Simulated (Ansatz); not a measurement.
System: CH2N (charge -1, singlet). 
Structure (B3LYP-D3(BJ)/def2-TZVP (Ansatz, a quantum-chemistry and plane-wave program) minimum search):
```xyz
4

C     -0.4716     0.0990     0.0495
N      0.7299    -0.1532    -0.0767
H     -1.3284    -0.6706     0.1410
H     -0.9510     1.1489     0.0984
```
Charge -1, spin multiplicity 1.

Basis-set convergence of Hartree-Fock and MP2 correlation energies (hartree) with Ansatz. Correlated levels leave the core frozen unless marked. Spin-orbit coupling is left out. No relativistic terms.

```json
[
 {"basis": "aug-cc-pVDZ", "functions": "64", "E(HF)": "-93.40253", "E(corr, MP2)": "-0.32817"},
 {"basis": "aug-cc-pVTZ", "functions": "138", "E(HF)": "-93.42287", "E(corr, MP2)": "-0.39050"},
 {"basis": "aug-cc-pVQZ", "functions": "252", "E(HF)": "-93.42837", "E(corr, MP2)": "-0.41192"}
]
```

Extrapolating the two largest sets (X = 3 and 4) as X^-3: E(corr) = (64·(-0.41192) - 27·(-0.39050))/37 = -0.4276 Eh, an estimate of the basis-set limit. The largest set recovers 96.3 % of it, the smallest 76.8 %.
